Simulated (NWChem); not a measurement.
System: B2F3, doublet; SMILES [B](B(F)F)F

NWChem input:

```
start job
memory heap 200 mb stack 900 mb global 1100 mb
geometry units angstroms noautoz
  F     -0.216169    -2.217790     0.000000
  B      0.372986    -1.065347     0.000000
  B     -0.007600     0.566425     0.000000
  F     -0.057598     1.251316     1.131537
  F     -0.057598     1.251316    -1.131537
end
basis spherical
  * library 6-31g*
end
dft
  odft
  mult 2
  xc xpbe96 cpbe96
  iterations 200
end
task dft gradient
```

Parts of the log:

```
             Northwest Computational Chemistry Package (NWChem) 7.3.0
             --------------------------------------------------------

 CS  symmetry detected

                             Geometry "geometry" -> ""
                             -------------------------

 Output coordinates in angstroms (scale by  1.889725989 to convert to a.u.)

  No.       Tag          Charge          X              Y              Z
 ---- ---------------- ---------- -------------- -------------- --------------
    1 F                    9.0000    -0.15900157     2.22166297     0.00000000
    2 B                    5.0000     0.41665091     1.06241636     0.00000000
    3 B                    5.0000     0.01702925    -0.56479847     0.00000000
    4 F                    9.0000    -0.04096593    -1.24905868     1.13153700
    5 F                    9.0000    -0.04096593    -1.24905868    -1.13153700

 Effective nuclear repulsion energy (a.u.)     131.4359328371

      Symmetry information
      --------------------

 Group name             Cs
 Group number              2
 Group order               2
 No. of unique centers     4

  pbe96 is a nonlocal functional; adding pw91lda local functional.

                                 NWChem DFT Module
                                 -----------------

 Summary of "ao basis" -> "ao basis" (spherical)
 ------------------------------------------------------------------------------
       Tag                 Description            Shells   Functions and Types
 ---------------- ------------------------------  ------  ---------------------
 F                           6-31g*                  6       14   3s2p1d
 B                           6-31g*                  6       14   3s2p1d

      Symmetry analysis of basis
      --------------------------

        a'         44
        a"         26

            General Information
            -------------------
          SCF calculation type: DFT
          Wavefunction type:  spin polarized.
          No. of atoms     :     5
          No. of electrons :    37
           Alpha electrons :    19
            Beta electrons :    18
          Charge           :     0
          Spin multiplicity:     2
          Use of symmetry is: on ; symmetry adaption is: on
          Maximum number of iterations: 200
          AO basis - number of functions:    70
                     number of shells:    30
          Convergence on energy requested:  1.00D-06
          Convergence on density requested:  1.00D-05
          Convergence on gradient requested:  5.00D-04

              XC Information
              --------------
          PerdewBurkeErnzerhof Exchange Functional  1.000
            Perdew 1991 LDA Correlation Functional  1.000 local
           PerdewBurkeErnz. Correlation Functional  1.000 non-local

             Grid Information
             ----------------
          Grid used for XC integration:  medium
          Radial quadrature: Mura-Knowles
          Angular quadrature: Lebedev.
          Tag              B.-S. Rad. Rad. Pts. Rad. Cut. Ang. Pts.
          ---              ---------- --------- --------- ---------
          F                   0.50       49           8.0       434
          B                   0.85       49           7.0       434
          Grid pruning is: on
          Number of quadrature shells:   196
          Spatial weights used:  Erf1

      Superposition of Atomic Density Guess
      -------------------------------------

 Sum of atomic energies:        -347.16917305

      Non-variational initial energy
      ------------------------------

 Total energy =    -348.329952
 1-e energy   =    -743.740808
 2-e energy   =     263.974924
 HOMO         =      -0.054668
 LUMO         =       0.034348

   Symmetry analysis of molecular orbitals - initial alpha
   -------------------------------------------------------

  Numbering of irreducible representations:

     1 a'          2 a"

  Orbital symmetries:

     1 a'          2 a'          3 a"          4 a'          5 a'
     6 a'          7 a'          8 a"          9 a'         10 a'
    11 a"         12 a'         13 a'         14 a"         15 a'
    16 a"         17 a"         18 a'         19 a'         20 a"
    21 a'         22 a'         23 a'         24 a"         25 a'
    26 a'         27 a'         28 a"         29 a'

   Symmetry analysis of molecular orbitals - initial beta
   ------------------------------------------------------

  Numbering of irreducible representations:

     1 a'          2 a"

  Orbital symmetries:

     1 a'          2 a'          3 a"          4 a'          5 a'
     6 a'          7 a'          8 a"          9 a'         10 a'
    11 a"         12 a'         13 a'         14 a"         15 a'
    16 a"         17 a"         18 a'         19 a'         20 a"
    21 a'         22 a'         23 a'         24 a"         25 a'
    26 a'         27 a'         28 a"         29 a'

   convergence    iter        energy       DeltaE   RMS-Dens  Diis-err
 ---------------- ----- ----------------- --------- --------- ---------
 d= 0,ls=0.0,diis     1   -348.7898197466 -4.80D+02  1.47D-02  2.92D-01
                                                     1.28D-02  2.83D-01
 d= 0,ls=0.0,diis     2   -348.3940827342  3.96D-01  8.73D-03  1.47D+00
                                                     7.66D-03  1.49D+00
 d= 0,ls=0.0,diis     3   -348.9315230128 -5.37D-01  1.55D-03  1.36D-02
                                                     1.31D-03  1.31D-02
 d= 0,ls=0.0,diis     4   -348.9327492853 -1.23D-03  8.31D-04  1.03D-02
                                                     7.11D-04  1.04D-02
 d= 0,ls=0.0,diis     5   -348.9358849540 -3.14D-03  2.95D-04  9.17D-04
                                                     2.37D-04  8.85D-04
  Resetting Diis
 d= 0,ls=0.0,diis     6   -348.9362093745 -3.24D-04  8.59D-05  9.42D-06
                                                     2.90D-05  4.95D-06
 d= 0,ls=0.0,diis     7   -348.9362137837 -4.41D-06  5.86D-05  1.64D-06
                                                     4.13D-05  2.09D-06
 d= 0,ls=0.0,diis     8   -348.9362128128  9.71D-07  3.77D-05  3.93D-06
                                                     1.88D-05  2.89D-06
 d= 0,ls=0.0,diis     9   -348.9362152958 -2.48D-06  2.57D-06  8.79D-08
                                                     2.32D-06  7.55D-08
 d= 0,ls=0.0,diis    10   -348.9362153198 -2.40D-08  1.23D-06  9.30D-09
                                                     1.80D-06  1.60D-08

         Total DFT energy =     -348.936215319818
      One electron energy =     -745.278033117244
           Coulomb energy =      304.120082287789
    Exchange-Corr. energy =      -39.214197327497
 Nuclear repulsion energy =      131.435932837134

 Numeric. integr. density =       36.999997523942

                  Occupations of the irreducible representations
                  ----------------------------------------------

                     irrep           alpha         beta
                     --------     --------     --------
                     a'               13.0         12.0
                     a"                6.0          6.0

                    DFT Final Alpha Molecular Orbital Analysis
                    ------------------------------------------

 Vector   17  Occ=1.000000D+00  E=-3.452285D-01  Symmetry=a"
              MO Center= -3.5D-02, -1.2D+00,  6.0D-15, r^2= 1.8D+00
   Bfn.  Coefficient  Atom+Function         Bfn.  Coefficient  Atom+Function
  ----- ------------  ---------------      ----- ------------  ---------------
    47      0.356909  4 F  pz                61      0.356909  5 F  pz
    46      0.320091  4 F  py                60     -0.320091  5 F  py
    51      0.232914  4 F  pz                65      0.232914  5 F  pz
    50      0.218824  4 F  py                64     -0.218824  5 F  py
    37      0.101388  3 B  pz                 5     -0.046149  1 F  pz

 Vector   18  Occ=1.000000D+00  E=-3.284547D-01  Symmetry=a'
              MO Center=  1.6D-01, -4.2D-01, -1.0D-12, r^2= 2.4D+00
   Bfn.  Coefficient  Atom+Function         Bfn.  Coefficient  Atom+Function
  ----- ------------  ---------------      ----- ------------  ---------------
    20      0.407811  2 B  s                 46     -0.352394  4 F  py
    60     -0.352394  5 F  py                18     -0.230232  2 B  py
    50     -0.229853  4 F  py                64     -0.229853  5 F  py
    16      0.195862  2 B  s                 32      0.186137  3 B  py
     4      0.143606  1 F  py                36     -0.124906  3 B  py

 Vector   19  Occ=1.000000D+00  E=-1.584783D-01  Symmetry=a'
              MO Center=  4.7D-01,  8.0D-01,  1.4D-14, r^2= 2.1D+00
   Bfn.  Coefficient  Atom+Function         Bfn.  Coefficient  Atom+Function
  ----- ------------  ---------------      ----- ------------  ---------------
    17      0.454336  2 B  px                20      0.427512  2 B  s
    21      0.330449  2 B  px                34     -0.271271  3 B  s
     3     -0.251411  1 F  px                 7     -0.211348  1 F  px
    32     -0.191794  3 B  py                31      0.170683  3 B  px
    45     -0.115744  4 F  px                59     -0.115744  5 F  px

[...]

                         DFT ENERGY GRADIENTS

    atom               coordinates                        gradient
                 x          y          z           x          y          z
   1 F      -0.300469   4.198334   0.000000    0.005849  -0.013841   0.000000
   2 B       0.787356   2.007676   0.000000   -0.005573   0.015232   0.000000
   3 B       0.032181  -1.067314   0.000000    0.000352  -0.016332   0.000000
   4 F      -0.077414  -2.360379   2.138295   -0.000314   0.007471  -0.014829
   5 F      -0.077414  -2.360379  -2.138295   -0.000314   0.007471   0.014829
```

Level: PBE/6-31G* (spherical d), spin-unrestricted. In the optimisation the excess spin sits in a' (Cs, its own frame). Geometry: optimised at PBE0/def2-SVP, spin-unrestricted. No stability test was run on the SCF state.
